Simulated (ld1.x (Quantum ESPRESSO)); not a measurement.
Reading a pseudo-wave (Hf (Z = 72))

Columns: radius, all-electron u(r) and pseudo u(r) of the 5d shell (level -27.13 eV) of hafnium in the configuration [Kr] 4d10 4f14 5s2 5p6 5d1 6s0 6p0; PBE, scalar-relativistic, TM semilocal scheme, ld1.x (Quantum ESPRESSO) 7.5.

```csv
r (bohr),all-electron,pseudo
0.125,0.2197,0.0022
0.250,-0.0959,0.0172
0.375,-0.3291,0.0549
0.500,-0.2727,0.1199
0.625,-0.0724,0.2107
0.750,0.1549,0.3197
0.875,0.3565,0.4355
1.000,0.5161,0.5456
1.125,0.6325,0.6392
1.250,0.7107,0.7099
1.375,0.7570,0.7553
1.500,0.7780,0.7772
1.625,0.7796,0.7794
1.750,0.7663,0.7664
1.875,0.7424,0.7424
2.000,0.7109,0.7109
2.125,0.6745,0.6745
2.250,0.6349,0.6349
2.375,0.5938,0.5938
2.500,0.5521,0.5521
2.625,0.5108,0.5108
2.750,0.4704,0.4704
2.875,0.4314,0.4314
3.000,0.3942,0.3942
3.125,0.3589,0.3589
3.250,0.3257,0.3257
```

Q: How many radial nodes do the two functions have?

A: The all-electron 5d function has n − l − 1 = 2; the pseudo-wave has 0, since the states of the same l below it are removed with the core.

Q: At about which radius was the pseudo-wave matched?

A: 2.15 bohr. The columns agree to 0.0005 from 1.62 bohr on; several derivatives are matched, so the curves merge somewhat inside the radius.

Q: Where does each function peak?

A: Outermost all-electron maximum near 1.62 bohr, pseudo maximum near 1.62 bohr (to the table’s step).

Q: Is the pseudo-wave norm-conserving?

A: Yes: the TM semilocal scheme keeps the norm inside the radius equal to the all-electron one, which fixes the energy derivative of the logarithmic derivative at the level.
